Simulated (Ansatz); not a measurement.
Two structures of SiH$_{4}$Cl$_{2}$F$_{2}$, singlet, reached by relaxing down either side of one saddle point (PBE0-D4/def2-TZVP). Energies are electronic, without zero-point energy. Program: Ansatz 0.2.0. Basis: def2-TZVPP and def2-QZVPP. Cores are frozen in the correlated methods. Extrapolation: Hartree–Fock as exp(−7.88 √X), correlation as X^−2.97. First:

Si1  (-1.255, 0.351, -0.487)
H2  (-1.150, 0.749, 0.924)
Cl3  (-0.435, -1.554, -0.670)
Cl4  (-3.230, 0.182, -0.972)
H5  (-0.603, 1.225, -1.470)
H6  (1.878, 0.473, 0.687)
F7  (1.481, 1.234, 0.314)
H8  (1.289, -1.488, 0.593)
F9  (2.026, -1.173, 1.082)
(Å)

Second:

Si1  (-0.654, 0.753, -1.195)
H2  (-0.712, -1.619, 1.783)
Cl3  (-0.340, -1.111, -1.896)
Cl4  (-2.352, 0.848, -0.111)
H5  (-0.670, 1.735, -2.284)
H6  (1.797, 0.201, 0.815)
F7  (0.564, 1.119, -0.227)
H8  (0.030, -1.538, 1.830)
F9  (2.336, -0.386, 1.286)
(Å)

Question: Which bonds change from the first to the second?

Answer: SiH₂Cl₂ ([Cl][SiH2][Cl]) + HF + HF → SiHCl₂F ([F][SiH]([Cl])[Cl]) + HF + H₂; bonds formed: Si1–F7, H2–H8, H6–F9; bonds broken: Si1–H2, H6–F7, H8–F9.

Question: Give the saddle point's structure and its height above each. (An estimate is asked for; the value comes from the calculation.)

Answer: By the calculation: 1.569 eV above the first and 2.569 eV above the second (CCSD(T) at an estimated basis limit (MP2 extrapolated from triple and quadruple zeta, plus CCSD(T) − MP2 in triple zeta)).
```xyz
9
angstrom
Si -0.6249 0.3130 -0.5832
H -0.5034 -0.3600 0.9060
Cl -0.1514 -1.1283 -1.9405
Cl -2.6641 -0.0175 -0.2213
H -0.7428 1.7048 -1.0327
H 1.6046 0.0379 0.5646
F 1.1444 0.7491 -0.2758
H 0.3798 -0.6157 1.1984
F 1.5576 -0.6833 1.3845
```

No T1 diagnostic of these runs exceeds 0.011.

Labels in which every atom is bracketed show which atoms are joined, not bond orders.

For scale, one of the runs: CCSD(T)/def2-TZVPP, 244 basis functions, launched by `ansatz run in.yaml --threads 8 --pin off --events-out ev --progress --plain --max-ram 19148MiB`. The run took 98 s on 8 CPU threads of an Arm Neoverse V1 (shared host), with 4.8 GiB of host memory at its peak.
